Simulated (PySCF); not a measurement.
Mg(SiMe3)(GeH3), SMILES C[Si](C)(C)[Mg][GeH3], singlet (GFN2-xTB optimised geometry):

```
18

Mg    -0.918    -0.256     0.000
Si     1.563    -0.256     0.000
C      1.930     1.032     1.381
C      2.050     0.586    -1.660
C      2.773    -1.728     0.267
H      2.965     1.366     1.384
H      1.299     1.913     1.250
H      1.717     0.621     2.368
H      1.421     1.458    -1.840
H      1.918    -0.094    -2.501
H      3.086     0.919    -1.671
H      2.661    -2.476    -0.513
H      2.594    -2.217     1.221
H      3.809    -1.395     0.258
Ge    -2.548     1.631     0.000
H     -1.720     2.453    -1.047
H     -3.809     2.473    -0.173
H     -2.001     2.476     1.186
```

Calculation: CAM-B3LYP/def2-SVP in PySCF.

Problem. What are the frontier orbital energies and the dipole moment?

Solution. HOMO-2 -9.63 eV, HOMO-1 -8.69 eV, HOMO -7.43 eV, LUMO -0.78 eV, LUMO+1 -0.15 eV; dipole moment 3.55 D.

On the same geometry PySCF 2.14.0 with PBE/def2-SVP gives HOMO-2 -7.04 eV, HOMO-1 -6.32 eV, HOMO -5.31 eV, LUMO -2.15 eV, LUMO+1 -1.62 eV; dipole moment 3.20 D.

Meta-Löwdin charges at CAM-B3LYP/def2-SVP: Mg1 1.07, Si2 0.26, C3 -0.53, C4 -0.53, C5 -0.52, H6 0.10, H7 0.10, H8 0.10, H9 0.10, H10 0.10, H11 0.10, H12 0.10, H13 0.10, H14 0.10, Ge15 -0.50, H16 -0.08, H17 -0.02, H18 -0.07.
